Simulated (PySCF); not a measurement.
Compound: C5H8FO (doublet state).
SMILES with atom numbers: `[CH3:1][C@@H:2]([OH:3])/[C:4]=[CH:5]\[CH2:6][F:7]` (hydrogens: H8, H9, H10 on C1; H11 on C2; H12 on O3; H13 on C5; H14, H15 on C6)

Structure used (GFN2-xTB), in Å, numbered top down from 1:
```xyz
15
C5H8FO angstrom
C     -1.2932   -1.5576    0.3051
C     -1.1683   -0.2575   -0.4908
O     -1.4528    0.8250    0.3949
C      0.1792   -0.1361   -1.0634
C      1.3548    0.3265   -0.7797
C      1.7561    0.9978    0.5244
F      2.4816    2.1351    0.2662
H     -0.5563   -1.5673    1.1032
H     -1.1287   -2.4093   -0.3477
H     -2.2856   -1.6178    0.7426
H     -1.9144   -0.2616   -1.3040
H     -1.4380    1.6511   -0.1002
H      2.1735    0.2583   -1.4868
H      2.4080    0.3343    1.1048
H      0.8796    1.2872    1.1095
```

The hyperfine couplings belong to this conformer and change with its torsions.

Theory: PySCF 2.14.0, UKS B3LYP, pcH-1 on C F H O, non-relativistic, mean-field spin-orbit, GIAO. Geometry: GFN2-xTB, one conformer, isolated molecule. A GFN2-xTB geometry isn't a minimum of the functional, and hyperfine couplings can be far from their values at a DFT geometry. The SCF solution wasn't tested for stability.

Task: The isotropic 13C couplings are +263.2, +87.9, +35.1, -15.1, +6.0 MHz. Assign them to C1; C2; C4; C5; C6.

Result: 
```tsv
site	a_iso (MHz)	ρ(0) (bohr⁻³)	position	distance from C4 (Å)	spin population	largest |T| (MHz)
C1	+6.0	+0.0053	2 bonds from C4	2.46	+0.01	2.4
C2	+35.1	+0.0312	1 bond from C4	1.47	-0.02	8.4
C4	+263.2	+0.2341	largest spin population	0.00	+0.98	142.1
C5	-15.1	-0.0135	1 bond from C4	1.29	-0.15	17.9
C6	+87.9	+0.0782	2 bonds from C4	2.51	+0.07	15.5
```

ρ(0) is the spin density at the nucleus and T the dipolar tensor; entries for several nuclei are means. The Mulliken spin populations are largest on C4 (+0.98), C5 (-0.15) and C6 (+0.07). C4 is the only atom above +0.15.

Class means assume fast exchange of nuclei equivalent by connectivity; if that motion is slow, each nucleus keeps its own coupling.

On one thread, Intel Xeon at 2.50 GHz (x86_64), shared host with 64 logical CPUs at a one-minute load of 62, this took 1.8 min wall (with the writing of density and orbital grids) and 1.0 GiB of memory at its peak.
